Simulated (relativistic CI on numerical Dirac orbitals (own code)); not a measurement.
**Slater and spin-orbit integrals, Pd42+**

These numbers are calculated, not measured: Dirac-Coulomb-Breit CI, KLI orbitals optimised for each configuration, model QED (radiative potential, 1s self-energy scaled to tabulated hydrogen-like ionisation energies), unscaled Slater integrals (own radial code, finite nucleus).

Slater integrals F^k, G^k are unscaled and averaged over j, outside the closed core 1s2; ζ comes from projecting the Hamiltonian with its Breit term on Σ l·s of the shell.

- 2s 2p: G^1(2s,2p) = 898310, ζ(2p) = 982340 cm⁻¹; <r>(2s) = 0.1294, <r^2>(2s) = 0.01967, <r>(2p) = 0.1112, <r^2>(2p) = 0.01493 (bohr units).
- 2p2: F^2(2p,2p) = 856930, ζ(2p) = 977420 cm⁻¹; <r>(2p) = 0.1113, <r^2>(2p) = 0.01497 (bohr units).
- 2p 3s: ζ(2p) = 995910, G^1(2p,3s) = 92422 cm⁻¹; <r>(2p) = 0.1107, <r^2>(2p) = 0.01482, <r>(3s) = 0.2981, <r^2>(3s) = 0.1012 (bohr units).

Averages of the first 10 configurations, taken without configuration mixing, which lowers the lowest level and can move excited configurations by several eV; other configurations of the list can lie among them:

| Configuration | Parity | States | Average energy above the lowest level (eV) |
| --- | --- | --- | --- |
| 2s2 | even | 1 | 9.6 |
| 2s 2p | odd | 12 | 224.2 |
| 2p2 | even | 15 | 475.7 |
| 2p 3s | odd | 12 | 4044.5 |
| 2p 3p | even | 36 | 4114.0 |
| 2s 3s | even | 4 | 3817.9 |
| 2s 3p | odd | 12 | 3890.3 |
| 2s 3d | even | 20 | 3940.4 |
| 2s 4s | even | 4 | 5125.3 |
| 2s 4p | odd | 12 | 5155.2 |
